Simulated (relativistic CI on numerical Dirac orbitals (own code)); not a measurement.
**Eu III: what numerical and physical settings do to a radial Dirac CI calculation**

Reference input:

```
atom Eu  Z=63  charge=2  electrons=61
nucleus A=153  rms_radius_fm=5.1115
hamiltonian dirac-coulomb  breit=on  qed=on  c_scale=1
orbitals kli  potential=per-configuration
slater_scale 1
correlation none
mixing on
grid step=0.0125 r_max=67.1
scf mixing=0.4 start=green max_iterations=150 tolerance=2e-08 node_fill=0.05
configurations
  [Xe] 4f7
end
```

Computed lowest total energy -10829.90492 Ha, first excitation 33386.1 cm⁻¹, 14 SCF steps. Runs with settings changed; * marks those that are bad on purpose (the QED terms keep the true α when c is scaled):

```csv
Changed,Outcome,Lowest level,ΔE (Ha),First excitation (cm⁻¹),SCF steps,Message
SCF mixing 0.05,converged,4f7 8S°_7/2,3.21e-09,33386.1,34,
iteration limit 20,converged,4f7 8S°_7/2,0,33386.1,14,
"QED terms off, SCF tolerance 1e-05",converged,4f7 8S°_7/2,-6.58,33394.8,10,
configuration list: overfill *,refused,,,,0,configuration [Kr] 4d10 4f7 5p7: a shell holds more than 4l+2 electrons
speed of light × 0.4 *,not converged,,,,1,SCF of 1s2 2s2 2p6 3s2 3p6 3d10 4s2 4p6 4d10 4f7 5s2 5p6 stopped: an orbital could not be found
```

With so few configurations and no correlation, terms lie too far apart (by 10 to 50 % near neutrality), their order can be wrong, and levels of other configurations are missing.
